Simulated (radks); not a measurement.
Values are calculated unless marked as measured or tabulated.
Neutral promethium inside a hard spherical wall (all orbitals vanish at R), configuration held at [Xe] 4f5 6s2 and not refilled when levels cross. Level of theory: scalar-relativistic Kohn-Sham, r2SCAN, spin-polarised, spherical densities, finite nucleus; open shells are filled with parallel spins first (spin-orbit coupling, left out, can overturn this in heavy ions); meta-GGA in the generalised Kohn-Sham scheme; Fermi nuclear charge, rms radius 4.962 fm (a radial shooting solver on a logarithmic mesh with Libxc functionals). Eigenvalues in eV for spin up, with the zero of energy where the potential of the charges vanishes at infinity; a dash marks a level that is unbound or too diffuse for the functional's potential to be trusted. A positive occupied level is held by the wall or, in an anion where self-interaction has pushed it up, behind a barrier. The pressure on the wall is -dE/dV.

R (bohr),E (hartree),kinetic (hartree),e(5s),e(5p),e(6s),e(4f),"e(5d, empty)","e(6p, empty)",pressure (GPa)
free,-10021.2526,10688.098,-44.166,-24.225,-3.725,-3.310,-,-,0
20,-10021.2526,10688.098,-44.166,-24.225,-3.725,-3.310,-,-,< 0.0001
12,-10021.2520,10688.104,-44.114,-24.173,-3.687,-3.258,-1.880,-1.044,0.00942
10,-10021.2486,10688.132,-43.929,-23.991,-3.545,-3.076,-1.722,-0.777,0.0871
8,-10021.2280,10688.252,-43.287,-23.361,-2.965,-2.442,-1.158,0.239,0.803
6,-10021.1063,10688.765,-41.486,-21.632,-0.569,-0.633,0.606,4.106,8.62
4,-10020.1521,10692.331,-35.681,-16.131,13.498,5.815,7.906,23.753,192
3.5,-10019.1833,10695.960,-31.798,-12.200,25.562,10.511,13.502,38.985,534
3,-10017.0022,10703.850,-24.845,-4.632,49.357,18.999,24.205,67.322,1710
2,-9995.7989,10771.129,24.634,53.458,218.76,67.222,101.10,253.39,31300
